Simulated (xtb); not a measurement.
H₉PSi₃, charge +1, doublet, geometry from GFN2-xTB (a state made from the parent by changing its charge; the spin is typed, not shown lowest); GFN1-xTB with ALPB(thf) (xtb).

xtb was given this input:
```
$ xtb mol.xyz --gfn 1 --chrg 1 --uhf 1 --alpb thf --json

# file mol.xyz
13

Si    -0.76269209     1.81264430    -1.17752802
P      0.00471359    -0.00497380    -0.01293666
Si     2.25368306    -0.34757417     0.26066513
Si    -1.49382621    -1.46128209     0.92595130
H      0.46636718     2.48448747    -1.58733297
H     -1.56421063     2.52973589    -0.18929405
H     -1.53400354     1.21340005    -2.26357662
H      2.84356753     0.48195750    -0.78533161
H      2.39598724    -1.78812083     0.06958047
H      2.50046027     0.11265064     1.62515535
H     -0.71985620    -2.69107204     1.06320692
H     -2.57454756    -1.50552230    -0.05453140
H     -1.84477451    -0.81594199     2.18893598
```

The log (banner, timings and long lists left out):

```
   ID    Z sym.   atoms
    1   14 Si     1, 3, 4
    2   15 P      2
    3    1 H      5-13

           -------------------------------------------------
          |                Calculation Setup                |
           -------------------------------------------------

           -------------------------------------------------
          |                 G F N 1 - x T B                 |
           -------------------------------------------------

      * Solvation model:               ALPB
        Solvent                        thf
        Parameter file                 internal GFN1-xTB/ALPB
        Dielectric constant                7.6000E+00
        Reference state                gsolv [1 M gas/solution]
        Free energy shift                  6.2343E-03 Eh       3.9121E+00 kcal/mol
        Temperature                        2.9815E+02 K
        Density                            8.8300E-01 kg/L
        Solvent mass                       7.2106E+01 g/mol
        Interaction kernel             P16
        Born radius scaling (c1)           1.7918E+00
        Born radii integrator          GBOBC
        Born offset                        0.0000E+00 a0       0.0000E+00 AA
        H-bond correction              true
        Ion screening                  false
        Surface tension                    1.0000E-05 Eh       1.5569E+01 dyn/cm
        Grid points                               230 per atom

          ...................................................
          :                      SETUP                      :
          :.................................................:
          :  # basis functions                  58          :
          :  # atomic orbitals                  54          :
          :  # shells                           30          :
          :  # electrons                        25          :
          :  # halogen bonds                     0          :
          :  max. iterations                   250          :
          :  Hamiltonian                  GFN1-xTB          :
          :  restarted?                      false          :
          :  GBSA solvation                   true          :
          :  PC potential                    false          :
          :  electronic temp.          300.0000000     K    :
          :  accuracy                    1.0000000          :
          :  -> integral cutoff          0.2500000E+02      :
          :  -> integral neglect         0.1000000E-07      :
          :  -> SCF convergence          0.1000000E-05 Eh   :
          :  -> wf. convergence          0.2000000E-04 e    :
          :  Broyden damping             0.4000000          :
          :  net charge                          1          :
          :  unpaired electrons                  1          :
          ...................................................

 iter      E             dE          RMSdq      gap      omega  full diag
   1    -12.6781440 -0.126781E+02  0.498E+00    4.04       0.0  T
   2    -12.6701056  0.803841E-02  0.320E+00    5.16       1.0  T
   3    -12.5047182  0.165387E+00  0.270E+00    3.24       1.0  T
   4    -12.7527753 -0.248057E+00  0.577E-01    4.32       1.0  T
   5    -12.7590494 -0.627406E-02  0.939E-02    4.55       1.0  T
   6    -12.7591338 -0.844406E-04  0.787E-02    4.49       1.0  T
   7    -12.7593127 -0.178904E-03  0.186E-02    4.51       1.5  T
   8    -12.7593212 -0.850127E-05  0.237E-03    4.52      11.7  T
   9    -12.7593212 -0.198194E-08  0.103E-03    4.52      26.9  T
  10    -12.7593212 -0.169641E-07  0.692E-04    4.52      40.1  T
  11    -12.7593212 -0.125257E-07  0.841E-05    4.52     329.9  T
  12    -12.7593212 -0.129134E-09  0.879E-06    4.52    3155.1  T

   *** convergence criteria satisfied after 12 iterations ***

         :::::::::::::::::::::::::::::::::::::::::::::::::::::
         ::                     SUMMARY                     ::
         :::::::::::::::::::::::::::::::::::::::::::::::::::::
         :: total energy             -12.663583340543 Eh    ::
         :: total w/o Gsasa/hb       -12.661625803856 Eh    ::
         :: gradient norm              0.028259514996 Eh/a0 ::
         :: HOMO-LUMO gap              4.518747420208 eV    ::
         ::.................................................::
         :: SCC energy               -12.759321248570 Eh    ::
         :: -> electrostatic           0.084454823219 Eh    ::
         :: -> Gsolv                  -0.058649786864 Eh    ::
         ::    -> Gelec               -0.056692250177 Eh    ::
         ::    -> Gsasa               -0.007549886680 Eh    ::
         ::    -> Ghb                 -0.000641937424 Eh    ::
         ::    -> Gshift               0.006234287418 Eh    ::
         :: repulsion energy           0.101549431797 Eh    ::
         :: dispersion energy         -0.005811523769 Eh    ::
         :: halogen bond corr.         0.000000000000 Eh    ::
         :: add. restraining           0.000000000000 Eh    ::
         :: total charge               1.000000000000 e     ::
         :::::::::::::::::::::::::::::::::::::::::::::::::::::

           -------------------------------------------------
          |                Property Printout                |
           -------------------------------------------------

    * Orbital Energies and Occupations

         #    Occupation            Energy/Eh            Energy/eV
      -------------------------------------------------------------
         1        2.0000           -0.8143963             -22.1609
         2        2.0000           -0.6894582             -18.7611
         3        2.0000           -0.6893212             -18.7574
         4        2.0000           -0.6599301             -17.9576
         5        2.0000           -0.5215665             -14.1925
         6        2.0000           -0.5210763             -14.1792
         7        2.0000           -0.5191375             -14.1264
         8        2.0000           -0.5147401             -14.0068
         9        2.0000           -0.5138998             -13.9839
        10        2.0000           -0.5124400             -13.9442
        11        2.0000           -0.4858491             -13.2206
        12        2.0000           -0.4857413             -13.2177
        13        1.0000           -0.4554148             -12.3925 (HOMO)
        14                         -0.2893539              -7.8737 (LUMO)
        15                         -0.2825465              -7.6885
        16                         -0.2782576              -7.5718
        17                         -0.2588395              -7.0434
        18                         -0.2511226              -6.8334
        19                         -0.2455807              -6.6826
        20                         -0.2396650              -6.5216
        21                         -0.2295809              -6.2472
        22                         -0.2236765              -6.0865
        23                         -0.2038530              -5.5471
        24                         -0.2003900              -5.4529
       ...                                ...                  ...
        54                          1.3715784              37.3225
      -------------------------------------------------------------
                  HL-Gap            0.1660609 Eh            4.5187 eV
             Fermi-level           -0.4213297 Eh          -11.4650 eV

  Mulliken/CM5 charges         n(s)   n(p)   n(d)
     1Si    0.37656  0.11945   1.353  1.725  0.546
     2P    -0.00143 -0.00752   1.758  3.139  0.105
     3Si    0.37717  0.12002   1.353  1.723  0.546
     4Si    0.37546  0.11837   1.353  1.727  0.545
     5H    -0.02012  0.06652   1.020  0.000  0.000
     6H    -0.01129  0.07497   1.011  0.000  0.000
     7H    -0.01089  0.07534   1.011  0.000  0.000
     8H    -0.01867  0.06792   1.019  0.000  0.000
     9H    -0.01478  0.07163   1.015  0.000  0.000
    10H    -0.00807  0.07805   1.008  0.000  0.000
    11H    -0.01878  0.06781   1.019  0.000  0.000
    12H    -0.01639  0.07008   1.016  0.000  0.000
    13H    -0.00876  0.07735   1.009  0.000  0.000

Wiberg/Mayer (AO) data.
largest (>0.10) Wiberg bond orders for each atom

 ---------------------------------------------------------------------------
     #   Z sym  total        # sym  WBO       # sym  WBO       # sym  WBO
 ---------------------------------------------------------------------------
     1  14 Si   3.864 --     2 P    0.943     5 H    0.907     6 H    0.893
                             7 H    0.892
     2  15 P    3.139 --     4 Si   0.943     1 Si   0.943     3 Si   0.943
     3  14 Si   3.863 --     2 P    0.943     8 H    0.905     9 H    0.899
                            10 H    0.888
     4  14 Si   3.865 --     2 P    0.943    11 H    0.905    12 H    0.901
                            13 H    0.888
     5   1 H    0.991 --     1 Si   0.907
     6   1 H    0.992 --     1 Si   0.893
     7   1 H    0.991 --     1 Si   0.892
     8   1 H    0.991 --     3 Si   0.905
     9   1 H    0.991 --     3 Si   0.899
    10   1 H    0.992 --     3 Si   0.888
    11   1 H    0.991 --     4 Si   0.905
    12   1 H    0.991 --     4 Si   0.901
    13   1 H    0.992 --     4 Si   0.888
 ---------------------------------------------------------------------------

Topologies differ in total number of bonds
Writing topology from bond orders to xtbtopo.mol

 dipole moment from electron density (au)
     X       Y       Z
  -0.0363   0.0269   0.0725  total (Debye):    0.217

           -------------------------------------------------
          | TOTAL ENERGY              -12.663583340543 Eh   |
          | GRADIENT NORM               0.028259514996 Eh/α |
          | HOMO-LUMO GAP               4.518747420208 eV   |
           -------------------------------------------------

normal termination of xtb
```
